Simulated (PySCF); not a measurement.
Al(Cl)(Br)(OMe) (CH3AlBrClO), SMILES [Br][Al]([Cl])[O]C. Atoms are numbered in the order given.

```xyz
8

Al     0.0250     0.6000     0.0000
Cl     1.6823     1.8793     0.0000
Br     0.2851    -1.6392     0.0000
O     -1.5180     1.3047     0.0000
C     -2.8457     0.8382     0.0000
H     -3.3839     1.2156     0.8973
H     -3.3839     1.2156    -0.8973
H     -2.9170    -0.2735     0.0000
```

Coordinates come from a PBE-D3(BJ)/def2-SVP optimisation. The structure was generated by enumeration; whether it is a known compound was not checked. Other conformers were not sampled.

These are PBE-D3(BJ)/def2-SVP (PySCF 2.14.0) values and carry that method's errors.

Frequencies are harmonic and unscaled.

| mode | ν (cm⁻¹) | IR (km/mol) | moving atoms (share of kinetic energy) |
|---|---|---|---|
| 1 | 73 | 3.2 | C 46 %, H 22 %, Br 20 % |
| 2 | 85 | 0.0 | H 92 % |
| 3 | 94 | 1.1 | O 37 %, H 27 %, C 17 %, Al 11 % |
| 4 | 125 | 3.0 | Cl 50 %, Br 23 %, Al 12 % |
| 5 | 209 | 40.3 | Al 69 %, O 23 % |
| 6 | 230 | 15.3 | O 58 %, Cl 13 %, C 10 %, H 9 % |
| 7 | 335 | 12.4 | Cl 29 %, Br 27 %, Al 20 %, O 16 % |
| 8 | 578 | 175.2 | Al 68 %, Cl 24 % |
| 9 | 748 | 61.8 | Al 52 %, C 21 %, O 18 % |
| 10 | 1138 | 58.2 | H 65 %, C 23 %, O 12 % |
| 11 | 1144 | 0.0 | H 77 %, C 19 % |
| 12 | 1199 | 274.3 | O 53 %, C 31 %, H 12 % |
| 13 | 1421 | 1.3 | H 97 % |
| 14 | 1424 | 1.5 | H 95 % |
| 15 | 1429 | 15.4 | H 90 %, C 9 % |
| 16 | 2923 | 89.3 | H 97 % |
| 17 | 3005 | 34.1 | H 90 %, C 10 % |
| 18 | 3015 | 28.3 | H 90 %, C 10 % |
